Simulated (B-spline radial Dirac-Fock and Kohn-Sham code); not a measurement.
**Run log: I⁶⁺**

ΔSCF core binding energies without Breit or QED terms, calculated with a radial finite-basis atomic code. Keys: rel is the Hamiltonian (dirac, or spin-free x2c and nr, where L3 and M5 stand for the whole 2p and 3d shells), method is hf or an exchange,correlation pair (spin-unpolarised, also for the hole states), nuc the nuclear model, radius_factor scales its radius, rmax is the box in bohr, h the logarithmic mesh step, order the B-spline order, points the quadrature points per cell, c_factor scales the speed of light, and damp, ndamp, maxit and tol steer the iteration. The run stops when the commutator error falls below 10·tol·max(1, Z/10), or the numerical noise floor, and the energy has settled to about 1e-8 Ha; the virial ratio is −V/T.

Input (task.json):

```json
{"items": [{"Z": 53, "q": 6, "cfg": [[1, 0, 2], [2, 0, 2], [2, 1, 6], [3, 0, 2], [3, 1, 6], [3, 2, 10], [4, 0, 2], [4, 1, 6], [4, 2, 10], [5, 0, 1]], "A": 127, "rrms": 4.75, "do": "settings", "holes": ["K", "L3", "M5"],
  "settings": [{"rel": "dirac", "method": "hf", "nuc": "fermi", "radius_factor": 1.0, "rmax": 45.0, "h": 0.3, "order": 4, "points": 10, "c_factor": 1.0, "maxit": 88, "damp": 0.5, "ndamp": 3, "tol": 1e-08}]}]}
```

Command: `python xray2_run.py task.json out`

Ground-state iterations:

```
iter   energy (Ha)        error
   1    -7083.87071117  1.80e+00
   2    -7102.57030155  7.36e-01
   3    -7107.27565386  2.29e-01
   4    -7107.69556669  6.92e-02
   5    -7107.72877543  2.70e-02
   6    -7107.73564353  1.83e-03
   7    -7107.73566751  6.83e-05
   8    -7107.73566761  1.33e-05
   9    -7107.73566761  7.10e-07
  10    -7107.73566761  4.68e-08
```

The ground state converged in 10 iterations, with total energy -7107.73567 Ha, virial ratio 1.94342 and highest orbital energy -86.11 eV. ΔSCF binding energies: K (1s) 33373.7 eV, L3 (2p3/2) 4654.9 eV, M5 (3d5/2) 707.6 eV.

Problem. One setting is unsound. Which, and why?

Solution. order is too low for an accurate radial basis. With the default settings (Dirac Hartree-Fock): The ground state converged in 10 iterations, with total energy -7107.76791 Ha, virial ratio 1.94342 and highest orbital energy -86.12 eV. ΔSCF binding energies: K (1s) 33373.7 eV, L3 (2p3/2) 4654.9 eV, M5 (3d5/2) 707.6 eV.
